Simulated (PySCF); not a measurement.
**Cr (chromium, neutral) across methods**

[Ar] 3d5 4s1, high-spin 7S determinant. All numbers are calculated (PySCF 2.14, the spin-free X2C one-electron Hamiltonian (Gaussian nucleus), in ANO-RCC-VTZP (6s5p3d2f1g, 59 functions)).

| method | E (hartree) | mean ε 3p β (eV) | mean ε 3d α (eV) | mean ε 4s α (eV) | Σ⟨r²⟩ (bohr²) | ⟨S²⟩ |
| --- | --- | --- | --- | --- | --- | --- |
| PBE0 | -1050.577 | -44.126 | -5.193 | -4.906 | 36.59 | 12.000 |
| PBE | -1050.562 | -41.650 | -3.541 | -4.379 | 36.80 | 12.000 |
| UHF | -1049.65430 | -50.401 | -9.960 | -6.154 | 37.25 | 12.000 |
| r2SCAN | -1050.760 | -42.138 | -3.672 | -4.614 | 36.18 | 12.000 |
| LDA | -1048.479 | -41.798 | -3.765 | -4.577 | 36.73 | 12.000 |
| HSE06 | -1050.599 | -43.750 | -4.768 | -4.561 | 36.65 | 12.000 |
| PBEsol | -1049.478 | -41.616 | -3.591 | -4.421 | 36.69 | 12.000 |
| BHandHLYP | -1050.744 | -46.523 | -6.670 | -5.222 | 36.68 | 12.000 |
